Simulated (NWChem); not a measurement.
# TiOClF; SMILES [O]=[Ti]([F])[Cl]

Program: NWChem. Geometry: optimised at PBE0/def2-SVP. Ions are spin-unrestricted doublets at the neutral geometry; other ion states weren't tried.

Problem. Order these by “vertical ionisation energy, ΔSCF (eV)”, lowest first: PBE0/def2-SVP; Hartree-Fock/def2-SVP; M06-2X/def2-SVP.

Solution. Hartree-Fock/def2-SVP (11.27), PBE0/def2-SVP (11.69), M06-2X/def2-SVP (12.03)
